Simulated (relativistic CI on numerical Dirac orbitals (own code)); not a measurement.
Radial parameters of Pb⁵⁺

These numbers are calculated, not measured: Dirac-Coulomb-Breit CI, separate exchange-only KLI orbitals for each configuration, model QED (radiative potential, 1s self-energy scaled to tabulated hydrogen-like ionisation energies), valence Slater integrals scaled by 0.85, P86 correlation energy added to each configuration (own radial code, finite nucleus).

Slater integrals F^k, G^k are unscaled and averaged over j, outside the closed core [Kr] 4d10 4f14 5s2; ζ comes from projecting the Hamiltonian with its Breit term on Σ l·s of the shell.

- 5p6 5d9: ζ(5d) = 8559.7 cm⁻¹; <r>(5d) = 1.225, <r^2>(5d) = 1.712 (bohr units).
- 5p6 5d8 6s: F^2(5d,5d) = 86518, F^4(5d,5d) = 58284, ζ(5d) = 8886.1, G^2(5d,6s) = 25205 cm⁻¹; <r>(5d) = 1.212, <r^2>(5d) = 1.676, <r>(6s) = 1.918, <r^2>(6s) = 4.09 (bohr units).
- 5p6 5d8 5f: F^2(5d,5d) = 86887, F^4(5d,5d) = 58567, ζ(5d) = 8964.5, F^2(5d,5f) = 42436, F^4(5d,5f) = 24880, G^1(5d,5f) = 42999, G^3(5d,5f) = 26077, G^5(5d,5f) = 18379, ζ(5f) = -30.604 cm⁻¹; <r>(5d) = 1.208, <r^2>(5d) = 1.663, <r>(5f) = 2.298, <r^2>(5f) = 6.135 (bohr units).

Problem. Give the Racah parameters of the d shell in 5p6 5d8 6s.

Solution. B = F²/49 − 5F⁴/441 = 1105 cm⁻¹ and C = 35F⁴/441 = 4626 cm⁻¹.

In this model ζ of a weakly bound d, f or g electron outside closed shells comes out too small, for d by up to a factor of two or three and at times with the wrong sign; that of an outer p electron is too small as well.

Averages of the first 10 configurations, taken without configuration mixing, which lowers the lowest level and can move excited configurations by several eV; other configurations of the list can lie among them:

```json
{"Configuration": "5p6 5d9", "Parity": "even", "States": "10", "Average energy above the lowest level (eV)": "1.1"}
{"Configuration": "5p6 5d8 6s", "Parity": "even", "States": "90", "Average energy above the lowest level (eV)": "20.9"}
{"Configuration": "5p6 5d8 5f", "Parity": "odd", "States": "630", "Average energy above the lowest level (eV)": "52.4"}
{"Configuration": "5p6 5d8 6p", "Parity": "odd", "States": "270", "Average energy above the lowest level (eV)": "34.8"}
{"Configuration": "5p6 5d8 5g", "Parity": "even", "States": "810", "Average energy above the lowest level (eV)": "68.2"}
{"Configuration": "5p5 5d10", "Parity": "odd", "States": "6", "Average energy above the lowest level (eV)": "76.7"}
{"Configuration": "5p6 5d8 6d", "Parity": "even", "States": "450", "Average energy above the lowest level (eV)": "51.0"}
{"Configuration": "5p6 5d8 7s", "Parity": "even", "States": "90", "Average energy above the lowest level (eV)": "53.2"}
{"Configuration": "5p6 5d7 6s 6p", "Parity": "odd", "States": "1440", "Average energy above the lowest level (eV)": "56.2"}
{"Configuration": "5p6 5d8 7p", "Parity": "odd", "States": "270", "Average energy above the lowest level (eV)": "58.5"}
```
